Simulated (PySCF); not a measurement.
Ge(Cl)2(OH)(NH2), H₃Cl₂GeNO, SMILES [NH2][Ge]([OH])([Cl])[Cl], PBE0/def2-SVP optimised geometry.

```
8

N     -1.58    -1.83    -1.39
Ge    -0.78    -1.03     0.00
O     -1.29    -1.88     1.45
Cl    -1.38     1.03     0.00
Cl     1.38    -1.03     0.00
H     -1.33    -2.81    -1.54
H     -1.55    -1.32    -2.27
H     -0.71    -1.71     2.20
```

Density from PBE0/def2-TZVP (PySCF) at that geometry.

Minimum of the electron density along straight lines between bonded atoms, close to the bond critical point (lines longer than 1.1 times the sum of covalent radii, or with two minima, are not listed):

| bond | length / Å | ρ at the minimum / e bohr⁻³ | ∇²ρ there / e bohr⁻⁵ | position (fraction from the first atom) |
|---|---|---|---|---|
| N1–Ge2 | 1.792 | 0.155 | 0.48 | 0.53 |
| Ge2–O3 | 1.752 | 0.154 | 0.70 | 0.47 |
| Ge2–Cl4 | 2.142 | 0.108 | 0.17 | 0.43 |
| Ge2–Cl5 | 2.163 | 0.104 | 0.16 | 0.43 |
| N1–H6 | 1.016 | 0.330 | -1.62 | 0.74 |
| N1–H7 | 1.016 | 0.331 | -1.64 | 0.74 |
| O3–H8 | 0.964 | 0.354 | -2.40 | 0.81 |
